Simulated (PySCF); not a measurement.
OsO₄, SMILES [O]=[Os](=[O])(=[O])=[O], multiplicity 1.

The structure is a stationary point at B3LYP-D3(BJ)/def2-SVP. The spin state was assumed, not searched. The isomer is the one that the SMILES or the coordinates give; other isomers of the formula were not compared. The def2 effective core potentials stand for the cores of Os; spin–orbit coupling is left out.

Two levels are set side by side: PBE/def2-TZVP (PySCF) and M06-2X/def2-TZVP (PySCF). Same geometry, gas phase. Differences are taken from unrounded values.

| quantity | M06-2X | PBE | PBE minus M06-2X |
|---|---|---|---|
| orbital gap (eV) | 8.46 | 4.07 | -4.38 |
| highest occupied level (eV) | -12.13 | -8.94 | 3.19 |
| lowest empty level (eV) | -3.68 | -4.87 | -1.19 |
| mean polarisability (bohr³) | 46.3 | 46.6 | 0.3 |

Without exact exchange PBE keeps part of each electron's self-repulsion, which lifts occupied levels and narrows the gap. Differences between two approximate levels are no errors against the true value.

Rough cost on one machine, each run with all the roots and properties that it gave: M06-2X against PBE about 4 times.
